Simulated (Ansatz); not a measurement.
Al₁₄P₁₃Cl₃, relaxed as a singlet with RKS PBE-D4/def2-SVP in Ansatz, starting from the GFN1-xTB geometry. Force threshold 0.03 eV/Å.

Single mean-field runs in def2-SVP are fitted with def2-universal-jkfit.

Start:

```xyz
30

Al   -3.2183    5.9646    0.7747
Al   -1.9433    2.7009    1.5728
Al    0.8793    1.3303    0.0278
Al    2.4766   -1.6995    1.1516
Al    4.9164   -2.6311   -0.7978
Al   -2.0846    2.9595   -1.4092
Al    2.4814   -1.1084   -1.8305
Al   -4.9615    3.7517    2.0194
Al   -0.9731   -0.6521    1.3810
Al    2.6820   -4.9074    0.8213
Al   -3.8102    1.0245   -0.1957
Al   -1.0735   -0.2970   -1.6552
Al    0.3380   -3.3271   -0.2899
Al    2.0674   -3.8277   -2.4619
Cl   -2.7002    7.9697    0.1793
Cl    6.8510   -1.7348   -0.8053
Cl    2.3984   -6.2837    2.4271
P    -5.2022    5.9389    1.9026
P    -1.4248    4.5478    0.2601
P    -0.0836    1.3632    2.1619
P     3.0086    0.2652   -0.0378
P     4.2465   -3.2775    1.3158
P    -0.0659    1.7554   -2.0695
P     3.9968   -2.5807   -2.9345
P    -4.0004    1.6675    2.1314
P     0.3943   -2.5283    1.8857
P    -4.1450    2.2499   -2.0649
P    -2.6700   -1.1139   -0.1675
P     0.3619   -2.0939   -2.3448
P     1.2581   -5.4258   -0.9483
```

```tsv
step	energy (eV)	largest force component (eV/Å)	SCF passes
1	-250511.7004	0.691	67
2	-250512.1774	0.520	40
3	-250512.4651	0.586	31
4	-250512.7158	0.688	28
5	-250512.9869	0.684	23
6	-250513.2490	0.376	23
7	-250513.4522	0.915	27
8	-250513.7274	0.345	26
9	-250513.9432	0.173	26
10	-250514.1021	0.274	26
11	-250514.2714	0.294	27
13	-250514.3591	0.859	22
15	-250514.4216	0.224	22
17	-250514.4574	0.094	22
19	-250514.4634	0.052	23
21	-250514.4647	0.021	22
23	-250514.4657	0.038	22
25	-250514.4667	0.099	22
27	-250514.4685	0.200	22
29	-250514.4734	0.357	22
31	-250514.4921	0.214	22
33	-250514.5237	0.083	23
35	-250514.5680	0.101	23
37	-250514.6317	0.150	21
39	-250514.6751	0.218	22
41 (rejected)	-250514.6424	0.340	21
43 (rejected)	-250514.6888	0.075	22
44	-250514.6937	0.018	23
```

Force components are those of the run's own axes.

End:

Cartesian coordinates in Å:
```
Al -3.593 5.362 -0.076
Al -1.796 2.297 2.260
Al 1.221 1.477 0.687
Al 2.907 -1.677 1.044
Al 4.746 -2.819 -1.217
Al -1.629 3.296 -0.717
Al 2.454 -0.498 -1.795
Al -4.301 3.526 1.577
Al -0.553 -0.662 2.034
Al 1.759 -4.504 0.642
Al -3.479 0.713 0.324
Al -1.101 0.494 -1.299
Al -0.209 -2.396 -0.399
Al 1.474 -3.096 -2.473
Cl -2.299 5.395 -1.914
Cl 6.808 -2.330 -1.334
Cl 1.548 -6.201 1.919
P -5.701 4.929 0.469
P -1.928 4.457 1.380
P 0.235 1.354 2.853
P 3.282 0.461 0.174
P 4.013 -3.680 0.776
P 0.426 2.379 -1.253
P 3.525 -2.173 -3.077
P -3.958 1.404 2.501
P 0.868 -2.441 1.835
P -3.124 1.722 -1.685
P -2.134 -1.195 0.439
P 0.281 -1.026 -2.466
P 0.259 -4.567 -1.210
```

Bonds formed: Al6–Cl15, Al8–P19, Al10–P26, Al12–P27, Al13–P28 (atoms count from 1). Metal–metal contacts that move far: Al1–Al8 3.08 to 2.57 Å.

The force fell under the threshold at step 21, but the optimiser went on and released 0.229 eV more. No frequencies were taken in this run, so the end may be a saddle point.

It took 2.9 min on 4 threads of AMD EPYC 7R13 on a shared host and a share (37 GiB) of an NVIDIA H100 80GB HBM3, peak host memory 1.2 GiB.
